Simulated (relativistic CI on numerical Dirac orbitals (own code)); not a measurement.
Method of calculation: Dirac-Coulomb-Breit CI, separate exchange-only KLI orbitals for each configuration, QED by a radiative potential, valence Slater integrals scaled by 0.85, P86 correlation energy added to each configuration (own radial code, finite nucleus).

CI space (outside the closed core [Ne]): 3s, 3p, 3d, 4s, 4p, 4d, 4f, 5s, 5p, 5d, 5f, 5g, 6s, 6p, 6d, 7s, 7p. Levels of other configurations are missing.

At this charge configurations can still be misplaced by up to about 7 % of their energy. 22 of the 22 excited levels that our extract of the measured tables holds in this range could be paired (the sources list more); they are missed by 2242 cm⁻¹ on average and 2968 at most, and levels without a partner can miss by more.

Outline of the computed level scheme of S VI. Lowest level of each configuration: 3s ²S1/2 at 0.0000 eV; 3p ²P°1/2 at 13.1333 eV; 3d ²D3/2 at 30.6542 eV; 4s ²S1/2 at 44.7068 eV; 4p ²P°1/2 at 49.4680 eV; 4d ²D3/2 at 55.7145 eV; 4f ²F°5/2 at 57.2778 eV; 5s ²S1/2 at 62.1346 eV; 5p ²P°1/2 at 64.3758 eV.

Some strong electric-dipole decays among the lowest 15 levels: 4f ²F°7/2 → 3d ²D5/2 (2.0e+10 s⁻¹); 4f ²F°5/2 → 3d ²D3/2 (1.9e+10 s⁻¹); 4s ²S1/2 → 3p ²P°3/2 (8.1e+09 s⁻¹); 3d ²D5/2 → 3p ²P°3/2 (5.2e+09 s⁻¹); 3d ²D3/2 → 3p ²P°1/2 (4.4e+09 s⁻¹); 4s ²S1/2 → 3p ²P°1/2 (4.0e+09 s⁻¹); 5s ²S1/2 → 3p ²P°3/2 (3.4e+09 s⁻¹); 4p ²P°1/2 → 3d ²D3/2 (2.6e+09 s⁻¹).
